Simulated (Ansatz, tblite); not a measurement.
Cost and result up the ladder for (CuSH)4 ring (Cu₄H₄S₄) (12 atoms). The state is a singlet with charge 0. Geometry: r2SCAN-D4/def2-SVP.

Cartesian coordinates in Å:
```
Cu -1.4875 -0.7165 -0.6303
S -0.3609 -2.1298 -1.9032
Cu 0.8042 -1.5689 -0.1104
S 2.0405 -1.1483 1.6733
Cu 1.4858 0.7200 0.6295
S 1.0653 2.6510 -0.3609
Cu -0.8059 1.5722 0.1096
S -2.7462 0.6289 0.5914
H -0.8958 -3.2768 -1.4070
H 3.2536 -1.3233 1.0854
H 1.1026 3.4230 0.7573
H -3.4559 1.1685 -0.4347
```

Ansatz on 2 threads of AMD EPYC 7R13 on a shared host and a share (18 GiB) of an NVIDIA H100 80GB HBM3; xTB runs through tblite on one thread. Times are rough, summed over both states, and most runs start from the orbitals of an earlier one. PBE0-D4/def2-TZVP serves as the yardstick here, not as an exact answer. The other state is a triplet.

The xTB rows come from tblite.

xTB has no spin-polarisation term.

| level | functions | vertical triplet (eV) | difference from PBE0-D4/def2-TZVP (eV) |
| --- | --- | --- | --- |
| GFN2-xTB | 76 | 4.83 | 0.97 |
| PBE-D4/def2-TZVP | 352 | 3.19 | -0.67 |
| r2SCAN-D4/def2-TZVP | 352 | 3.28 | -0.58 |
| PBE0-D4/def2-TZVP | 352 | 3.86 | 0.00 |
| GFN1-xTB | 80 | 3.33 | -0.53 |

(1) Estimate how long each takes.

Answers

(1) GFN1-xTB 0.058 s; GFN2-xTB 0.077 s; PBE-D4/def2-TZVP 5.7 s; r2SCAN-D4/def2-TZVP 9.6 s; PBE0-D4/def2-TZVP 10 s. On shared hardware such times vary by a factor of up to 3.
